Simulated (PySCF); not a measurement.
CH3, SMILES [CH3+], charge +1. Atoms are numbered in the order given.

```xyz
4

C      0.0000     0.0000     0.0000
H      1.0934     0.0000     0.0000
H     -0.5467     0.9469     0.0000
H     -0.5467    -0.9469     0.0000
```
Charge +1, spin multiplicity 1.

Geometry: ωB97X-D3(BJ)/def2-TZVPD.

Two levels are set side by side: PBE/pcJ-2 (PySCF) and B3LYP/pcJ-2 (PySCF). One-bond couplings, all four terms, same geometry. Isotopes: 13C, 1H. Differences are taken from unrounded values.

| quantity | B3LYP |
|---|---|
| ¹J(C1,H2) (Hz) | 188.5 |
| ¹J(C1,H3) (Hz) | 188.5 |
| ¹J(C1,H4) (Hz) | 188.5 |

**Question.** What does PBE give, and how far is it from B3LYP? (The exact figures need the calculation; the answer reports its results.)

**Answer.** 
```
quantity          PBE  PBE minus B3LYP
--------------  -----  ---------------
¹J(C1,H2) (Hz)  172.1            -16.3
¹J(C1,H3) (Hz)  172.1            -16.3
¹J(C1,H4) (Hz)  172.1            -16.3
```

Rough cost on one machine, each run with all the roots and properties that it gave: B3LYP against PBE about 2 times.
